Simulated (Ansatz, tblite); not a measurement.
Removing and adding an electron: Mg5S4I2. The state is a singlet with charge 0. Geometry: r2SCAN-D4/def2-SVP. Ansatz, gas phase; energy differences of separate SCF runs; the oxidised species was run as a doublet alone; the reduced species was run as a doublet alone.

```xyz
11

S     0.453   -1.403   -2.399
S    -1.213   -0.208    0.742
S     3.129   -0.167    0.744
S     0.160    2.769   -0.331
Mg    2.254   -1.709   -0.728
Mg   -0.707   -2.229   -0.432
Mg   -0.204    0.688   -1.472
Mg   -1.933    2.189    0.749
Mg    1.129    0.954    1.052
I     1.042   -4.107    0.418
I    -4.110    3.223    1.657
```

In the def2 sets I takes a core potential; there is no spin–orbit coupling. The xTB rows come from tblite. HOMO above LUMO, or a gap near zero within one spin, warns that the state may not be the lowest or that an electron is smeared out.

Q: Estimate orbital energies and vertical ionisation energies and electron affinities at: GFN1-xTB; GFN2-xTB; PBE-D4/def2-SVP; PBE0-D4/def2-SVP.

A: 
| level | −HOMO (eV) | vertical IE (eV) | −LUMO (eV) | vertical EA (eV) | HOMO–LUMO gap (eV) | IE − EA (eV) | remarks |
| --- | --- | --- | --- | --- | --- | --- | --- |
| GFN1-xTB | 10.12 | 12.35 | 8.10 | 5.93 | 2.01 | 6.42 | – |
| GFN2-xTB | 10.47 | 12.74 | 9.28 | 7.38 | 1.19 | 5.36 | – |
| PBE-D4/def2-SVP | 5.43 | 7.62 | 3.32 | 1.85 | 2.11 | 5.78 | gap within one spin near zero (+1 doublet) |
| PBE0-D4/def2-SVP | 6.53 | 8.07 | 2.72 | 1.71 | 3.81 | 6.36 | – |

Relaxing the oxidised species (r2SCAN-D4/def2-SVP) changes its energy by -0.15 eV at PBE-D4/def2-SVP, so the adiabatic ionisation energy to this nearest minimum is 7.48 eV. At PBE0-D4/def2-SVP it is 7.80 eV. The gap within one spin of the relaxed charge 1 doublet nearly closes, so an electron or hole may be smeared out by delocalisation error.     Raw xTB energy differences between charge states are shifted by several eV; the methods need an empirical correction for them. Sets without diffuse functions give affinities that are too small.
